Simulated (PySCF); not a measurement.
Species: C3H7BO5S.
Numbering: `[O:1]=[S:2](=[O:3])([OH:4])[C@H:5]1[CH2:6][CH2:7][O:8][BH:9][O:10]1`

Geometry (PBE0-D3(BJ)/def2-SVP, Å), atoms numbered from 1 in this order:
```
atom  x, y, z in Å
O1     2.898    0.861   -1.456
S2     2.156   -0.363   -1.238
O3     2.414   -1.574   -1.981
O4     2.264   -0.754    0.331
C5     0.382   -0.001   -1.365
C6    -0.454   -1.254   -1.208
C7    -1.915   -0.855   -1.140
O8    -2.132    0.138   -0.157
B9    -1.143    0.987    0.197
O10    0.097    0.958   -0.392
H11    2.334    0.075    0.832
H12    0.283    0.435   -2.376
H13   -0.158   -1.762   -0.275
H14   -0.261   -1.945   -2.039
H15   -2.263   -0.472   -2.115
H16   -2.542   -1.722   -0.886
H17   -1.338    1.807    1.054
```

Probes without a nucleus sit at each ring's centroid and 1 Å off its mean plane on both sides; NICS is minus the shielding there, NICSzz its component along the normal. Level: GIAO PBE/pcSseg-1 (PySCF, non-relativistic, gas phase) on the PBE0-D3(BJ)/def2-SVP geometry, one conformer.

Ring bond lengths (Å): C5–C6 1.513, C6–C7 1.517, C7–O8 1.414, O8–B9 1.350, B9–O10 1.373, O10–C5 1.396.

Problem. Give the NICS values of each ring in ppm.

Solution. 
```csv
ring,type,NICS(0),"NICS(1), two faces","NICS(1)zz, two faces",rms pucker (Å),"centre to ring atoms, mean (Å)"
C5–C6–C7–O8–B9–O10,6-membered ring with B and 2 O; formal bonds all single,-2.0,-1.0 / -2.5,0.7 / 1.4,0.19,1.40
```

Problem. What can be read from them?

Solution. 
- C5–C6–C7–O8–B9–O10: mean NICS(1)zz 1.0 ppm, near zero. C5, C6, C7 have four or more neighbours, and the NICS criterion for π rings isn't applied.

Problem. At the first NICS(1) probe listed for ring C5–C6–C7–O8–B9–O10, 1 Å off the ring, what do the in-plane components average?

Solution. The isotropic value is a third of the trace: (3 × -1.0 − (0.7))/2 = -1.9 ppm.

Problem. Give the inner angles of the rings.

Solution. 
- C5–C6–C7–O8–B9–O10: C5 112.6°, C6 108.6°, C7 111.3°, O8 120.7°, B9 122.4°, O10 119.8°; sum 695.5° against 720° for a flat convex ring.

Problem. What are the shieldings of the ring atoms and their hydrogens in the same run (means over atoms taken as equivalent)?

Solution. 
```
atoms                 environment  σ isotropic (ppm)
   C5  sp3 carbon bound to oxygen               88.5
   C6             ring CH2 carbon              148.9
   C7  sp3 carbon bound to oxygen              115.8
   O8          boron-bound oxygen              183.3
   B9      three-coordinate boron               72.9
  O10          boron-bound oxygen              175.7
  H12            methine hydrogen              26.51
  H13          methylene hydrogen              29.08
  H14          methylene hydrogen              28.97
  H15          methylene hydrogen              27.06
  H16          methylene hydrogen              27.00
  H17                B–H hydrogen              26.95
```

Problem. How do the values depend on the level or the medium?

Solution. 
```json
{"level": "PBE/pcSseg-1, gas", "NICS(0), C5–C6–C7–O8–B9–O10": "-2.0", "mean NICS(1)zz, C5–C6–C7–O8–B9–O10": "1.0"}
{"level": "PBE0/pcSseg-1, gas", "NICS(0), C5–C6–C7–O8–B9–O10": "-2.3", "mean NICS(1)zz, C5–C6–C7–O8–B9–O10": "0.9"}
{"level": "PBE0/pcSseg-1, IEF-PCM chloroform", "NICS(0), C5–C6–C7–O8–B9–O10": "-2.3", "mean NICS(1)zz, C5–C6–C7–O8–B9–O10": "1.0"}
```

The geometry is the same throughout; the continuum's cavity takes Bondi-type radii × 1.2.
